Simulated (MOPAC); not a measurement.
MOPAC input (PM7):

```
PM7 PRECISE GNORM=0.05 LET XYZ CHARGE=1 GEO-OK AUX(PRECISION=9) THREADS=1
C3H7O2

C    -1.86965100 1    0.20288200 1    0.10853500 1
C    -0.43259100 1   -0.09073500 1   -0.07292900 1
O     0.00113500 1   -1.08714100 1   -0.77414900 1
O     0.42290200 1    0.65748000 1    0.47633100 1
C     1.87560400 1    0.41309800 1    0.33022900 1
H    -2.33266400 1    0.36803700 1   -0.86836600 1
H    -2.00015800 1    1.08216900 1    0.73218100 1
H    -2.36035100 1   -0.65762300 1    0.57193300 1
H     2.13130100 1    0.47587400 1   -0.72366900 1
H     2.33196600 1    1.20875100 1    0.90559800 1
H     2.10315700 1   -0.56670400 1    0.74038700 1
H    -0.70572100 1   -1.62469500 1   -1.17053800 1
```

From the output:

```
                                                       MOPAC v23.2.5 Linux

          FINAL HEAT OF FORMATION =         79.49275 KCAL/MOL =     332.59767 KJ/MOL

          COSMO AREA              =        115.05 SQUARE ANGSTROMS
          COSMO VOLUME            =         98.55 CUBIC ANGSTROMS

          GRADIENT NORM           =          0.04984          =       0.01439 PER ATOM
          IONIZATION POTENTIAL    =         17.516993 EV
          HOMO LUMO ENERGIES (EV) =        -17.517 -5.879
          NO. OF FILLED LEVELS    =         15
          MOLECULAR WEIGHT        =         75.0871         POINT GROUP:  Cs

          MOLECULAR DIMENSIONS (Angstroms)

            Atom       Atom       Distance
            H    10    H     6     5.06801
            H    12    H     7     3.70428
            H     8    H     9     2.51489

          SCF CALCULATIONS        =         30

   ATOM   CHEMICAL          X               Y               Z
  NUMBER   SYMBOL      (ANGSTROMS)     (ANGSTROMS)     (ANGSTROMS)

     1       C         -1.85386945  *   0.20559528  *   0.11078182  *
     2       C         -0.43866525  *  -0.09462086  *  -0.07581994  *
     3       O          0.03826396  *  -1.09357888  *  -0.77801740  *
     4       O          0.43348608  *   0.67678674  *   0.49028631  *
     5       C          1.84892964  *   0.39592985  *   0.31747823  *
     6       H         -2.39022256  *   0.41517160  *  -0.84370300  *
     7       H         -2.03752914  *   1.10565515  *   0.74818354  *
     8       H         -2.41810228  *  -0.61783799  *   0.60692553  *
     9       H          2.12708009  *   0.46937386  *  -0.74157756  *
    10       H          2.29674893  *   1.21596932  *   0.91006767  *
    11       H          2.09860008  *  -0.58569412  *   0.74000285  *
    12       H         -0.64057264  *  -1.70478751  *  -1.22632124  *

                             CARTESIAN COORDINATES

   1    C       -1.853869452     0.205595281     0.110781821
   2    C       -0.438665247    -0.094620858    -0.075819945
   3    O        0.038263956    -1.093578881    -0.778017397
   4    O        0.433486083     0.676786736     0.490286307
   5    C        1.848929638     0.395929852     0.317478227
   6    H       -2.390222561     0.415171603    -0.843702998
   7    H       -2.037529138     1.105655146     0.748183541
   8    H       -2.418102278    -0.617837989     0.606925533
   9    H        2.127080087     0.469373863    -0.741577560
  10    H        2.296748934     1.215969323     0.910067669
  11    H        2.098600080    -0.585694117     0.740002855
  12    H       -0.640572636    -1.704787505    -1.226321236

           Empirical Formula: C3 H7 O2  =    12 atoms

      MOLECULAR POINT GROUP   :   Cs

                  EIGENVALUES
 -38.34534 -37.17521 -33.02000 -29.81372 -27.81276 -24.15106 -23.26025 -22.60461
 -20.75794 -20.02593 -19.48152 -19.14297 -19.14166 -18.26204 -17.51699  -5.87942
  -4.85702  -4.15789  -2.63241  -1.66602  -0.77689  -0.37440  -0.26326   0.53905
   0.57431   0.91385   1.11248

              NET ATOMIC CHARGES AND DIPOLE CONTRIBUTIONS

  ATOM NO.   TYPE          CHARGE      No. of ELECS.   s-Pop       p-Pop
    1          C          -0.546305        4.5463     1.06115     3.48516
    2          C           0.639017        3.3610     1.15015     2.21083
    3          O          -0.419715        6.4197     1.82776     4.59195
    4          O          -0.180214        6.1802     1.85812     4.32209
    5          C          -0.186366        4.1864     1.11471     3.07165
    6          H           0.239548        0.7605     0.76045
    7          H           0.244882        0.7551     0.75512
    8          H           0.239540        0.7605     0.76046
    9          H           0.177327        0.8227     0.82267
   10          H           0.200188        0.7998     0.79981
   11          H           0.177334        0.8227     0.82267
   12          H           0.414763        0.5852     0.58524
 DIPOLE           X         Y         Z       TOTAL
 POINT-CHG.    -2.067    -0.806    -0.614     2.302
 HYBRID        -0.032    -0.289    -0.206     0.356
 SUM           -2.099    -1.095    -0.820     2.505

          ATOMIC ORBITAL ELECTRON POPULATIONS

     Atom    s        px        py        pz
    1  C   1.06115   0.97498   1.25805   1.25213
    2  C   1.15015   0.87676   0.69175   0.64232
    3  O   1.82776   1.52752   1.45123   1.61321
    4  O   1.85812   1.28879   1.46110   1.57220
    5  C   1.11471   0.68858   1.19187   1.19121
    6  H   0.76045
    7  H   0.75512
    8  H   0.76046
    9  H   0.82267
   10  H   0.79981
   11  H   0.82267
   12  H   0.58524

 **********************
 *                    *
 * JOB ENDED NORMALLY *
 *                    *
 **********************

 == MOPAC DONE ==
```

The dipole moment of an ion depends on the origin.

The geometry given is a B3LYP-D3(BJ)/def2-TZVP minimum.
